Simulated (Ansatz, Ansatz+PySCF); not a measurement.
```yaml
atoms:
  - { symbol: C, position_ang: [-0.0024, -0.0580, -0.6134] }
  - { symbol: O, position_ang: [-0.0816, -0.1087, 0.7590] }
  - { symbol: H, position_ang: [-0.0032, -1.0862, -1.0711] }
  - { symbol: H, position_ang: [-0.8793, 0.4943, -0.9715] }
  - { symbol: H, position_ang: [0.8440, 0.4093, -1.1171] }
  - { symbol: H, position_ang: [0.0413, 0.8348, 1.0592] }
```

Basis set: def2-SVP (spherical functions). Frozen core: 2 orbitals. Charge 0, multiplicity 1.

Computed with Ansatz (development build ahead of 0.2.0); each method stands on the lowest determinant of its kind that the runs found. Restricted open shells among the atoms or ions are ROHF, correlated in semicanonical orbitals with singles.

The atomization energy at this shape (free ground-state atoms in the same class of orbitals less the molecule, no zero-point energy) of singlet CH₄O:

```csv
method,atomization energy
RHF-MP2,20.98 eV
```

Q: What does RHF give?

A: 16.11 eV. Caution: the shape is not the minimum.
